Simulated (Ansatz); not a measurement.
Reaction (isomerisation): `[CH3][GeH]([NH2])[OH]` → `NC[O][GeH3]`

Computed with Ansatz on PBE0-D4/def2-TZVP structures; ΔE is electronic, products minus reactants. CCSD(T)/CBS is the MP2 limit (def2-TZVPP, def2-QZVPP) plus CCSD(T) − MP2 in def2-TZVPP, frozen cores. DFT in def2-TZVPP. B3LYP here is the variant with VWN-RPA as its local correlation; programs differ in this. For Ge outer-core shells are correlated without core-valence functions, which leaves a few kJ/mol of doubt a bond. Scalar relativity is left out up to krypton. Each species was taken in one conformer, which may not be the lowest.

```json
{"level": "r2SCAN-D4", "ΔE (kcal/mol)": "34.8"}
{"level": "PBE", "ΔE (kcal/mol)": "32.6"}
{"level": "PBE0", "ΔE (kcal/mol)": "33.9"}
{"level": "B3LYP", "ΔE (kcal/mol)": "33.1"}
{"level": "HF/def2-TZVPP", "ΔE (kcal/mol)": "33.1"}
{"level": "CCSD/def2-TZVPP", "ΔE (kcal/mol)": "36.4"}
{"level": "HF/def2-QZVPP", "ΔE (kcal/mol)": "32.9"}
{"level": "MP2/def2-QZVPP", "ΔE (kcal/mol)": "39.8"}
```

Question: What does CCSD(T)/CBS give? (An estimate is asked.)

Answer: Ansatz gave: +37.5 kcal/mol. The listed levels differ from it by -2.7, -4.9, -3.6, -4.4, -4.4, -1.1, -4.6, 2.3 kcal/mol.

Largest T1 diagnostic among the species: 0.012.

In def2-TZVPP, CCSD(T) changes the Hartree–Fock value by +3.3 kcal/mol (the triples alone add +0.1 kcal/mol) and MP2 by +6.1 kcal/mol. From PBE to PBE0 (25 % exact exchange), in def2-TZVPP and without D4, ΔE moves by +1.2 kcal/mol.
